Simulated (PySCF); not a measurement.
**Electron correlation in B⁺ (boron, charge +1)**

[He] 2s2, closed-shell 1S. Calculation: PySCF 2.14, in x2c-SVPall; scalar relativity by spin-free X2C-1e. Frozen: 1s2; 2 electrons correlated.

Total MP2 correlation energy: -32.86 mhartree.

Same-spin part 0.00 and opposite-spin part -32.86 mhartree; SCS-MP2 scales them by 1/3 and 6/5 to -39.43 mhartree.

With two correlated electrons CCSD is exact within the correlated space (frozen core and kept virtual orbitals).

| level | correlation energy (mhartree) |
| --- | --- |
| CCSD | -59.28 |

Diagnostics: T1 = 0.013, D1 = 0.0184, largest double amplitude 0.159.

Task: Is a single reference adequate?

Result: Not fully. A double-excitation amplitude exceeds 0.15, a sign of near-degeneracy.
